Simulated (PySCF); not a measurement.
Harmonic spectrum computed at PBE0 in the def2-TZVP basis family (core potentials from Rb on, PySCF, no spin–orbit coupling):

```csv
symmetry,ω (cm⁻¹),IR (km/mol)
a',528,97.4
a'',603,28.1
a',626,90.4
a',1143,123
a'',1772,373
a',1797,132
```

**Question.** Which molecule gave it? In each, all ligands are bound to the one heavy central atom.
A. H₂RuN (doublet)
B. H₂NbN (singlet)
C. H₂WN (doublet)
D. H₂PN (singlet)
E. H₂SN (doublet)

**Answer.** B. It has Cs symmetry with Nb–H 1.778 Å (×2), Nb–N 1.646 Å.
